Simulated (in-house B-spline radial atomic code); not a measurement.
RPA and G0W0 on LDA VWN5: Ca2+

Configuration [Ne] 3s2 3p6, mean-field start LDA VWN5. Computed with a B-spline radial code for spherical atoms: all electrons, scalar-relativistic (spin-free one-electron X2C), finite nucleus, each spin shell either full or empty, empty states to l = 9 with an (l + 1/2)⁻⁴ tail; G0W0 by contour deformation at full frequency.

Command:
```bash
python run_gw.py task.json out
```
Settings (radii: box in bohr, nucleus in fm):
```
Z                        20
electrons                18
configuration            [Ne] 3s2 3p6
hamiltonian              x2c
method                   lda,vwn
lmax                     9
rms_radius               3.4776
spin_polarised           False
box_radius               17.55
intervals                70
```

Cost of the run: 2.5 s on 1 thread of Arm Neoverse N1 (shared host).

Energies (hartree):

| term | value |
| --- | --- |
| mean-field total | -677.93112 |
| Hartree-Fock functional on these orbitals | -679.01067 |
| direct second order | -1.3606 |
| second-order exchange | 0.45707 |
| SOSEX correction | 0.41172 |

Problem. What is the RPA correlation energy, and what remains with SOSEX?

Solution. RPA gives -1.1682 hartree (-1.77 eV per electron); RPA + SOSEX gives -0.75643, and the second-order doubles -0.90355 hartree (no singles). RPA lacks exchange-type terms and so overcorrelates at short range.

Quasi-particle levels (eV):

```tsv
level	occupied	mean field	Σx - vxc	Σc	QP weight	G0W0
3p	yes	-43.12	-7.88	?	?	?
3d	no	-16.131	8.37	-2.46	0.953	-10.218
```

G0W0 = mean field + (Σx - vxc) + Σc, with Σc (partial-wave tail included) taken at the quasi-particle energy. Only the outer levels were computed. Levels of low weight are left out.

Problem. Where does G0W0 put 3p?

Solution. At -50.90 eV, with Σc = 0.11 eV and a quasi-particle weight of 0.922. The tabulated removal energy is 50.913 eV (NIST, measured); the calculation leaves out spin-orbit coupling, Breit and QED terms, and what these don't explain is the method's own error.
